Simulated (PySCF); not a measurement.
SMILES C[CH]B(CC)CC, doublet, GFN2-xTB optimised geometry.

```
21

C     -2.56    -2.10    -0.26
C     -1.11    -1.94    -0.01
B     -0.32    -0.65     0.00
C      1.27    -0.65     0.00
C      1.97    -2.01    -0.02
C     -1.11     0.74     0.00
C     -0.28     2.00     0.20
H     -3.04    -1.15    -0.48
H     -2.73    -2.78    -1.10
H     -3.05    -2.55     0.60
H     -0.62    -2.89     0.19
H      1.62    -0.10     0.88
H      1.63    -0.07    -0.86
H      1.70    -2.60     0.86
H      3.05    -1.89    -0.03
H      1.69    -2.58    -0.91
H     -1.90     0.73     0.76
H     -1.63     0.82    -0.96
H     -0.91     2.89     0.17
H      0.48     2.10    -0.58
H      0.23     1.98     1.16
```

Density from PySCF 2.14.0 with unrestricted B3LYP/def2-SVP at that geometry.

Minimum of the electron density along straight lines between bonded atoms, close to the bond critical point (lines longer than 1.1 times the sum of covalent radii, or with two minima, are not listed):

```tsv
bond	length / Å	ρ at the minimum / e bohr⁻³	∇²ρ there / e bohr⁻⁵	position (fraction from the first atom)
C1–C2	1.481	0.265	-0.63	0.50
C2–B3	1.512	0.191	___	0.68
B3–C4	1.592	0.177	___	0.32
C4–C5	1.529	0.241	-0.55	0.49
B3–C6	1.597	0.175	___	0.32
C6–C7	1.528	0.241	-0.55	0.50
C1–H8	1.086	0.280	-1.04	0.63
C1–H9	1.094	0.271	-0.97	0.62
C1–H10	1.094	0.270	-0.96	0.62
C2–H11	1.084	0.281	-1.05	0.63
C4–H12	1.095	0.268	-0.92	0.62
C4–H13	1.094	0.268	-0.92	0.62
C5–H14	1.088	0.277	-1.01	0.62
C5–H15	1.089	0.276	-1.00	0.62
C5–H16	1.088	0.277	-1.01	0.62
C6–H17	1.094	0.269	-0.93	0.61
C6–H18	1.096	0.266	-0.91	0.61
C7–H19	1.090	0.276	-1.00	0.62
C7–H20	1.087	0.277	-1.01	0.62
C7–H21	1.088	0.277	-1.01	0.62
```

Task: Some entries are withheld; supply them.

Result: 
- C2–B3, ∇²ρ there / e bohr⁻⁵: 0.09
- B3–C4, ∇²ρ there / e bohr⁻⁵: -0.16
- B3–C6, ∇²ρ there / e bohr⁻⁵: -0.15
